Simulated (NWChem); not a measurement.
CH6FNOSi; SMILES NC[Si@@H](O)F

```xyz
11

N     -0.0585    -2.2784     0.0310
C     -0.7925    -1.0691    -0.3390
Si    -0.0113     0.4944     0.3198
O      1.5309     0.5073    -0.2834
F     -0.8066     1.8248    -0.1791
H     -0.0421    -2.3981     1.0424
H      0.9138    -2.1999    -0.2633
H     -0.8572    -1.0034    -1.4395
H     -1.8386    -1.1530     0.0020
H      0.0079     0.5631     1.8105
H      2.1516     1.1516     0.0677
```
Atoms are numbered in this order, from 1.

Program: NWChem. Pople sets run with spherical d functions. Geometry: optimised at PBE0/def2-SVP. Ions are spin-unrestricted doublets at the neutral geometry; other ion states weren't tried.

Predict the results for LRC-wPBEh/6-31+G*. Quantities: vertical ionisation energy, ΔSCF (eV); −ε(HOMO) (eV).


| Property | Value |
|---|---|
| vertical ionisation energy, ΔSCF (eV) | 9.18 |
| −ε(HOMO) (eV) | 8.63 |
